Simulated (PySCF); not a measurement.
## C²⁺: ionisation energy

C²⁺ [He] 2s2 (1S) → C³⁺ [He] 2s1 (2S), as a difference of total energies. Computed with PySCF 2.14 in x2c-TZVPPall with one added diffuse shell each of s, p, d type (6s4p3d1f, 40 functions), with scalar relativity by spin-free X2C-1e. Correlated levels: valence: 1s2 frozen. The calculations carry no spin-orbit coupling.

```
           method  ionisation energy (eV)
              UHF                  45.795
    MP2 (valence)                  46.955
SCS-MP2 (valence)                  47.187
   CCSD (valence)                  47.774
```

Task: How much does correlation contribute at MP2 (valence)?

Result: 46.955 − (45.795) = 1.160 eV, measured against UHF.

Errors of the correlated levels include the incompleteness of this basis and the frozen core.

With two correlated electrons CCSD is exact in that space.

The coupled-cluster amplitudes are large for C²⁺ (T1 above 0.03 or a double amplitude above 0.15), so a single reference is strained.

For comparison: 47.888 eV (measured; NIST Atomic Spectra Database, ionization energies).
